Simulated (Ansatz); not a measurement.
**Pulling the pair apart**

The pair of F⁻ (SMILES [F-], atom 1) and CH3Cl (SMILES CCl, atoms 2–6), both closed shells, in one local arrangement (a lower one may exist), relaxed at PBE0-D4/def2-TZVPD:

F1  (0.294, -0.558, -2.249)
C2  (-0.167, 0.127, 0.338)
Cl3  (1.152, -0.089, 1.556)
H4  (0.157, -0.197, -0.704)
H5  (-0.428, 1.185, 0.363)
H6  (-1.008, -0.467, 0.697)
(Å)

CH3Cl is shifted rigidly along the line between the mean atom positions of the two fragments (negative: closer). Counterpoise interaction energies in kcal/mol. Computed with Ansatz 0.2.0 (basis: def2-TZVPPD); correlated methods freeze the cores. B3LYP uses VWN-RPA correlation.

| shift (Å) | r2SCAN-D4 | B3LYP-D4 | wB97M-V |
| --- | --- | --- | --- |
| -0.16 | -18.76 | -16.98 | -16.80 |
| -0.08 | -19.60 | -18.06 | -17.86 |
| 0.00 | -19.83 | -18.49 | -18.29 |
| 0.08 | -19.64 | -18.48 | -18.27 |
| 0.19 | -18.92 | -17.96 | -17.74 |
| 0.40 | -16.87 | -16.19 | -15.99 |
| 0.80 | -12.68 | -12.31 | -12.12 |
| 1.59 | -7.07 | -7.01 | -6.83 |

Question: What does CCSD(T) give at these shifts? (To be estimated.)

Answer: By the calculation: -15.33, -16.54, -17.10, -17.20, -16.81, -15.27, -11.69, -6.66 kcal/mol. For zero shift, CCSD(T) at an estimated basis limit (MP2 extrapolated from triple and quadruple zeta, plus CCSD(T) − MP2 in triple zeta) gives -18.23 kcal/mol. These are counterpoise interaction energies, counted from the two frozen fragments.

T1 diagnostic: at most 0.016.

For scale, one of the runs: CCSD(T)/def2-TZVPPD, 179 basis functions, launched by `ansatz run in.yaml --threads 2 --pin off --events-out ev --progress --plain --max-ram 5222MiB`. Hardware: 2 CPU threads of an Intel Xeon Platinum 8488C, shared host. Wall time 25 s; peak host memory 1.7 GiB.
